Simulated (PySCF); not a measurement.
```xyz
6
charge 1 multiplicity 1, angstrom
Te    0.0000    0.0000   -0.0224
F     0.0000    0.0000    1.8313
F     1.8304    0.0000   -0.4143
F     0.0000    1.8304   -0.4143
F    -1.8304    0.0000   -0.4143
F     0.0000   -1.8304   -0.4143
```

Method: B3LYP/[Te def2-SVP with ECP28, F def2-SVP], scalar-relativistic core potentials, density fitting, no spin–orbit coupling, PySCF.

This geometry of TeF₅⁺ is a stationary point at this level.

Q: What is the point group?

A: C4v.

Q: Is it a minimum?

A: No: it has 1 imaginary mode, at 59i cm⁻¹ (b1).

Q: List the harmonic modes with their infrared intensities.

A: 
```
symmetry  ω (cm⁻¹)  IR (km/mol, summed over degenerate members)
      b1       59i                                            –
       e       193                                          6.5
      a1       232                                         36.5
       e       271                                         70.1
      b2       301                                          0.0
      a1       656                                          0.8
      b1       668                                          0.0
       e       732                                         85.8
      a1       738                                         35.1
```

Q: What are the dipole moment and the gap between the highest occupied and lowest empty levels?

A: 0.39 D about the centre of mass and 5.49 eV.

Q: Give the atomic charges and bond orders.

A: 
```tsv
atom	Mulliken	Löwdin	polar tensor	Mayer order to Te1
Te1	1.99	1.72	2.67	–
F2	-0.20	-0.14	-0.36	1.03
F3,4,5,6	-0.20	-0.15	-0.33	0.99
```

In C4v the vibrations span 2b1 + 3e + 3a1 + b2. The b1, b2 modes carry no infrared intensity, as symmetry demands.

Only a few start shapes were tried, so a lower isomer may exist. At this level a singlet minimum of D3h symmetry lies 4 kJ/mol below this structure.
